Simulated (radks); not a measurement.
Values are calculated unless marked as measured or tabulated.
All-electron atom: neutral molybdenum in [Kr] 4d5 5s1 (the NIST ground configuration).

Level of theory: scalar-relativistic Kohn-Sham, PBEsol, spin-unpolarised, spherical densities, point nucleus; hard spherical wall at 2.5 bohr (a radial shooting solver on a logarithmic mesh with Libxc functionals).

Energy parts (hartree):
total: -4041.50304
kinetic: 4189.93191
electron-nucleus: -9817.55601
Hartree: 1709.34724
exchange-correlation: -123.22619

Orbitals (lengths in bohr, moments of r in powers of bohr; r(max) is where P^2 peaks; r(90%) holds 90 % of the orbital's charge):
1s: occ. 2; eigenvalue (hartree) -726.5301; r(90%) 0.0630; r(max) 0.02288
2s: occ. 2; eigenvalue (hartree) -101.3623; r(90%) 0.238; r(max) 0.1297
2p: occ. 6; eigenvalue (hartree) -90.47512; r(90%) 0.218; r(max) 0.1036
3s: occ. 2; eigenvalue (hartree) -16.12574; r(90%) 0.636; r(max) 0.3843
3p: occ. 6; eigenvalue (hartree) -12.56126; r(90%) 0.654; r(max) 0.3778
3d: occ. 10; eigenvalue (hartree) -6.74978; r(90%) 0.669; r(max) 0.3233
4s: occ. 2; eigenvalue (hartree) -1.29988; r(90%) 1.62; r(max) 1.009
4p: occ. 6; eigenvalue (hartree) -0.36212; r(90%) 1.74; r(max) 1.100
4d: occ. 5; eigenvalue (hartree) 1.06797; r(90%) 1.90; r(max) 1.325
4f: occ. 0; eigenvalue (hartree) 2.54100; r(90%) 2.00; r(max) 1.558
5s: occ. 1; eigenvalue (hartree) 2.37028; r(90%) 2.11; r(max) 1.839
5p: occ. 0; eigenvalue (hartree) 3.05500; r(90%) 2.13; r(max) 1.883
6s: occ. 0; eigenvalue (hartree) 7.78826; r(90%) 2.21; r(max) 2.109

The highest occupied level is 5s at 64.499 eV. The density falls to 0.001 e/bohr^3 at r = 2.44 bohr. Summed over all electrons, <r^2> = 29.30 bohr^2, which gives a Langevin (diamagnetic) susceptibility term of -23.2 x 10^-6 cm^3/mol. The pressure on the wall is 3440 GPa.
